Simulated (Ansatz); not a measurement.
`[CH3][W]([CH3])(=[O])=[S]`. The species carries charge 0 and has multiplicity 1. Correlated methods include outer-core shells of W, which these sets cover unevenly. W: def2 effective core potential.

```xyz
11

C     1.4732    0.9904    0.2275
W    -0.1384   -0.2652    0.7112
C    -1.2860   -0.7804   -0.9696
O     0.5025   -1.6966    1.3517
S    -1.3869    0.7243    2.1259
H     1.0932    1.9264   -0.1952
H     2.0909    1.2315    1.0959
H     2.1037    0.4811   -0.5112
H    -1.7110    0.1259   -1.4136
H    -2.1061   -1.4594   -0.7240
H    -0.6351   -1.2781   -1.6986
```

Question: Give the diagnostics of a CCSD(T)/def2-TZVPP run (frozen core, the Gaussian-basis code of Ansatz). (An estimate is asked.)

Answer: Ansatz gave: T1 = 0.0231, largest single amplitude 0.052, largest double 0.065, (T) share of the correlation energy 5.6 %, 15 CCSD cycles. The RHF solution is stable towards an unrestricted one. T1 lies over the customary mark of 0.02 for closed shells; compounds of d metals often pass it without a breakdown.
